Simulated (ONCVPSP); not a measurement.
Reading a pseudo-wave (Cu (Z = 29))

Columns: radius, all-electron u(r) and pseudo u(r) of the 3p shell (level -77.17 eV) of copper in the configuration [Ne] 3s2 3p6 3d9 4s2; PBEsol, scalar-relativistic, ONCV scheme, ONCVPSP 4.0.1.

```json
{"r (bohr)": "0.068", "all-electron": "-0.4702", "pseudo": "0.0428"}
{"r (bohr)": "0.135", "all-electron": "-0.6513", "pseudo": "0.1615"}
{"r (bohr)": "0.202", "all-electron": "-0.3845", "pseudo": "0.3380"}
{"r (bohr)": "0.270", "all-electron": "0.0688", "pseudo": "0.5491"}
{"r (bohr)": "0.338", "all-electron": "0.5114", "pseudo": "0.7628"}
{"r (bohr)": "0.405", "all-electron": "0.8527", "pseudo": "0.9496"}
{"r (bohr)": "0.473", "all-electron": "1.0829", "pseudo": "1.0957"}
{"r (bohr)": "0.540", "all-electron": "1.2057", "pseudo": "1.1866"}
{"r (bohr)": "0.608", "all-electron": "1.2482", "pseudo": "1.2246"}
{"r (bohr)": "0.675", "all-electron": "1.2315", "pseudo": "1.2143"}
{"r (bohr)": "0.742", "all-electron": "1.1766", "pseudo": "1.1672"}
{"r (bohr)": "0.810", "all-electron": "1.0972", "pseudo": "1.0933"}
{"r (bohr)": "0.878", "all-electron": "1.0055", "pseudo": "1.0044"}
{"r (bohr)": "0.945", "all-electron": "0.9109", "pseudo": "0.9107"}
{"r (bohr)": "1.013", "all-electron": "0.8157", "pseudo": "0.8157"}
{"r (bohr)": "1.080", "all-electron": "0.7260", "pseudo": "0.7260"}
{"r (bohr)": "1.148", "all-electron": "0.6410", "pseudo": "0.6410"}
{"r (bohr)": "1.215", "all-electron": "0.5641", "pseudo": "0.5641"}
{"r (bohr)": "1.283", "all-electron": "0.4935", "pseudo": "0.4935"}
{"r (bohr)": "1.350", "all-electron": "0.4311", "pseudo": "0.4311"}
{"r (bohr)": "1.418", "all-electron": "0.3748", "pseudo": "0.3748"}
{"r (bohr)": "1.485", "all-electron": "0.3257", "pseudo": "0.3257"}
{"r (bohr)": "1.553", "all-electron": "0.2819", "pseudo": "0.2819"}
{"r (bohr)": "1.620", "all-electron": "0.2441", "pseudo": "0.2441"}
{"r (bohr)": "1.688", "all-electron": "0.2106", "pseudo": "0.2106"}
{"r (bohr)": "1.755", "all-electron": "0.1819", "pseudo": "0.1819"}
```

Problem. How many radial nodes do the two functions have?

Solution. The all-electron 3p function has n − l − 1 = 1; the pseudo-wave has 0, since the states of the same l below it are removed with the core.

Problem. At about which radius was the pseudo-wave matched?

Solution. 1.05 bohr. The columns agree to 0.0005 from 0.94 bohr on; several derivatives are matched, so the curves merge somewhat inside the radius.

Problem. Where does each function peak?

Solution. Outermost all-electron maximum near 0.61 bohr, pseudo maximum near 0.61 bohr (to the table’s step).

Problem. Is the pseudo-wave norm-conserving?

Solution. Yes: the ONCV scheme keeps the norm inside the radius equal to the all-electron one, which fixes the energy derivative of the logarithmic derivative at the level.
